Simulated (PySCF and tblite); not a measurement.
Results of a calculation; reference values are marked as such.
3 regioisomers of C5H7NS2:

```json
{"isomer": "A", "SMILES": "[N:1]#[C:2][CH:3]1[CH2:4][S:5][CH2:6][S:7][CH2:8]1"}
{"isomer": "B", "SMILES": "[N:1]#[C:2][C@@H:3]1[CH2:4][CH2:5][S:6][CH2:7][S:8]1"}
{"isomer": "C", "SMILES": "[N:1]#[C:2][CH:3]1[S:4][CH2:5][CH2:6][CH2:7][S:8]1"}
```

Protocol: conformer search, at most 6 conformers an isomer, GFN2-xTB geometries, energies PBE0/pcSseg-1 (D3(BJ) added where defined), weights at 298.15 K with GFN2-xTB thermal terms. Programs: PySCF with density fitting and tblite.

Task: Rank the isomers by free energy at 298.15 K.

Result: 
```csv
isomer,ΔG (kcal/mol),"ΔE, lowest conformer",conformers,largest weight %,rms dipole (D)
A,0.0,0.0,1,100,2.72
B,0.5,0.3,2,98,2.64
C,1.7,1.4,1,100,3.13
```

ΔG is for one enantiomer.
